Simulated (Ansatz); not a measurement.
`N[SiH](F)[SeH]` and `CO[SiH](F)[SeH]` differ in one atom or group.

Ansatz, PBE0-D4/def2-TZVP geometries, multiplicity 1. Each molecule was computed in one conformer, which needn't be the lowest.

Scalar relativity is left out up to krypton. Spin–orbit coupling is left out; it splits and shifts lone-pair levels of the heavy atoms by tenths of an eV.

```csv
property,`N[SiH](F)[SeH]`
"ideal-gas entropy at 298 K and 1 bar (rigid rotor, harmonic PBE0-D4/def2-TZVP) / J/(mol·K)",341
HOMO–LUMO gap (ωB97M-V/def2-TZVPP) / eV,11.49
LUMO energy (PBE/def2-TZVPP) / eV,-0.80
zero-point energy (PBE0-D4/def2-TZVP) / kJ/mol,121.8
HOMO–LUMO gap (PBE0/def2-TZVPP) / eV,7.44
size of the dipole moment (B3LYP/def2-TZVPP) / D,2.40
```

Task: What does the change do to each property? (Best estimate.)

Result: The calculation gave: 
| property | `CO[SiH](F)[SeH]` | shift |
| --- | --- | --- |
| ideal-gas entropy at 298 K and 1 bar (rigid rotor, harmonic PBE0-D4/def2-TZVP) / J/(mol·K) | 376 | 35 |
| HOMO–LUMO gap (ωB97M-V/def2-TZVPP) / eV | 11.44 | -0.05 |
| LUMO energy (PBE/def2-TZVPP) / eV | -0.98 | -0.18 |
| zero-point energy (PBE0-D4/def2-TZVP) / kJ/mol | 165.6 | 43.8 |
| HOMO–LUMO gap (PBE0/def2-TZVPP) / eV | 7.38 | -0.06 |
| size of the dipole moment (B3LYP/def2-TZVPP) / D | 2.21 | -0.19 |

With PBE0 the HOMO falls by 0.11 eV and the LUMO falls by 0.18 eV, so the gap narrows by about 0.07 eV. PBE moves the HOMO by -0.10 eV and ωB97M-V by -0.11 eV. The zero-point energy changes by 43.8 kJ/mol with +6 modes. Dipoles are sizes alone; their direction can turn.

B3LYP here is the variant with VWN-RPA as its local correlation; programs differ in this.
